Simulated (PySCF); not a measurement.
**BeH2: PBE0 against B3LYP**

Base calculation in PySCF with density fitting and no spin–orbit coupling, PBE0/def2-TZVP (no relativity): singlet, D∞h, Be–H 1.339 Å (×2); wavenumbers 710 (×2), 2007, 2224 cm⁻¹; gap between the highest occupied and lowest empty levels 8.06 eV, polar-tensor charge of Be 0.70 e, atomisation energy (no zero-point energy) 614 kJ/mol.

Problem. What changes on going to B3LYP/def2-TZVP (no relativity)?

Solution. The point group stays the same. Changes: mean bond to Be -0.009 Å, highest wavenumber +16 cm⁻¹, lowest wavenumber +15 cm⁻¹, gap between the highest occupied and lowest empty levels -0.40 eV, polar-tensor charge of Be 0.00 e, atomisation energy (no zero-point energy) +27 kJ/mol. The new structure has Be–H 1.330 Å (×2), with wavenumbers 725 (×2), 2023, 2240 cm⁻¹.

Each species is the lowest minimum found with this bonding; other isomers or fragments can lie lower.
